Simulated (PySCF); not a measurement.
Compound: C7H6ClFO2S.
SMILES with atom numbers: `[CH3:1][c:2]1[cH:3][cH:4][cH:5][c:6]([S:7](=[O:8])(=[O:9])[Cl:10])[c:11]1[F:12]`

NICS is the negative of the GIAO shielding at a point without a nucleus: at the ring centre (0) and 1 Å above and below it (1); zz is the component along the ring normal. Level: GIAO PBE0/pcSseg-1 (PySCF, non-relativistic, gas phase) on the GFN2-xTB geometry, one conformer.

Ring bond lengths (Å), with Mayer bond orders in brackets: C2–C3 1.391 (1.42), C3–C4 1.387 (1.44), C4–C5 1.385 (1.44), C5–C6 1.379 (1.40), C6–C11 1.378 (1.23), C11–C2 1.394 (1.33).

What do the NICS probes read (ppm)?

```csv
ring,type,NICS(0),"NICS(1), two faces","NICS(1)zz, two faces",rms pucker (Å),"centre to ring atoms, mean (Å)"
C2–C3–C4–C5–C6–C11,6-membered carbocycle; formal bonds all aromatic,-11.0,-11.6 / -11.5,-26.4 / -26.4,0.00,1.39
```

What do they say, and how far can they be read as aromaticity?

- C2–C3–C4–C5–C6–C11: mean NICS(1)zz -26.4 ppm, shielded, aromatic by this magnetic criterion (flat ring, no four-coordinate atom).

And the bond-length index? HOMA = 1 − mean of α(R − Ropt)² over the ring bonds, with Krygowski's 1993 parameters (CC: Ropt 1.388 Å, α 257.7 Å⁻²).

- C2–C3–C4–C5–C6–C11: HOMA 0.99 = 1 − EN − GEO, with mean bond length 1.386 Å, EN = α(Ropt − mean)² = 0.002 and GEO = α × variance = 0.009. The geometric and the magnetic index point the same way.

At the second NICS(1) probe listed for ring C2–C3–C4–C5–C6–C11, 1 Å off the ring, what do the in-plane components average?

The isotropic value is a third of the trace: (3 × -11.5 − (-26.4))/2 = -4.1 ppm.

How shielded are the nuclei of the rings and their hydrogens (means over atoms taken as equivalent)?

```
  atoms                  environment  σ isotropic (ppm)  principal values of the symmetric part, first atom (ppm)
     C2  substituted aromatic carbon               51.7                                        -24.6, 13.3, 166.6
     C3           aromatic CH carbon               43.4                                        -61.4, 34.0, 157.6
     C4           aromatic CH carbon               58.2                                        -45.8, 41.7, 178.8
     C5           aromatic CH carbon               56.3                                        -34.9, 30.0, 173.6
     C6  substituted aromatic carbon               46.1                                         -0.2, 17.9, 120.7
    C11          aromatic C–F carbon               20.4                                         -52.2, 26.2, 87.3
H on C3            aromatic hydrogen              23.92                                          20.2, 23.6, 28.0
H on C4            aromatic hydrogen              24.23                                          20.4, 25.5, 26.7
H on C5            aromatic hydrogen              23.76                                          19.2, 23.5, 28.5
```

Hardware: one thread of an Intel Xeon Platinum 8488C, shared host with 96 logical CPUs at a one-minute load of 60. Cost: 69 s wall (with the writing of density and orbital grids), 1.1 GiB resident at most. This is the whole shielding run at PBE0/pcSseg-1, SCF included.

The values belong to the conformer `[CH3:1][c:2]1[cH:3][cH:4][cH:5][c:6]([S:7](=[O:8])(=[O:9])[Cl:10])[c:11]1[F:12]`: C5–C6–S7–O8 135°.
